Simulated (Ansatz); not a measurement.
FGeH₅O₂Si (`O[SiH](F)[O][GeH3]`). The species carries charge 0 and has multiplicity 1.

```xyz
10

O     1.662    0.803   -0.194
Si    0.876    0.054    1.026
F     0.372    1.170    2.049
O    -0.359   -0.756    0.400
Ge   -1.428   -0.518   -1.011
H     2.262    1.519    0.016
H     1.735   -0.858    1.797
H    -0.680   -1.024   -2.251
H    -1.769    0.974   -1.122
H    -2.670   -1.364   -0.710
```

Problem. List the harmonic frequencies (cm⁻¹, unscaled) at PBE0-D4/def2-TZVP in Ansatz. (Estimate.)

Solution. The calculation gave: 38, 50, 75, 183, 292, 333, 429, 524, 642, 653, 779, 831, 844, 858, 871, 874, 919, 951, 1090, 2172, 2180, 2189, 2298, 3932.

Problem. Is this a minimum?

Solution. Yes, all 24 modes are real.

Problem. Give the ideal-gas thermochemistry at 298.15 K and 1 bar (rigid rotor, harmonic oscillator; point group C1, symmetry number 1).

Solution. Zero-point energy 143.6 kJ/mol; H(298) − E = 167.1 kJ/mol; entropy 385.2 J/(mol·K), of which translation 171.9, rotation 117.9, vibration 95.4; G(298) − E = 52.2 kJ/mol. Modes under 100 cm⁻¹ are hindered rotations or soft bends, so the harmonic entropy is rough.

Problem. And at 400, 500, 600, 800 and 1000 K?

Solution. 
```json
{"T (K)": "400", "H − E (kJ/mol)": "180.3", "S (J/mol/K)": "423.1", "G − E (kJ/mol)": "11.0"}
{"T (K)": "500", "H − E (kJ/mol)": "195.1", "S (J/mol/K)": "456.1", "G − E (kJ/mol)": "-33.0"}
{"T (K)": "600", "H − E (kJ/mol)": "211.2", "S (J/mol/K)": "485.5", "G − E (kJ/mol)": "-80.1"}
{"T (K)": "800", "H − E (kJ/mol)": "246.5", "S (J/mol/K)": "536.2", "G − E (kJ/mol)": "-182.4"}
{"T (K)": "1000", "H − E (kJ/mol)": "284.6", "S (J/mol/K)": "578.6", "G − E (kJ/mol)": "-294.0"}
```
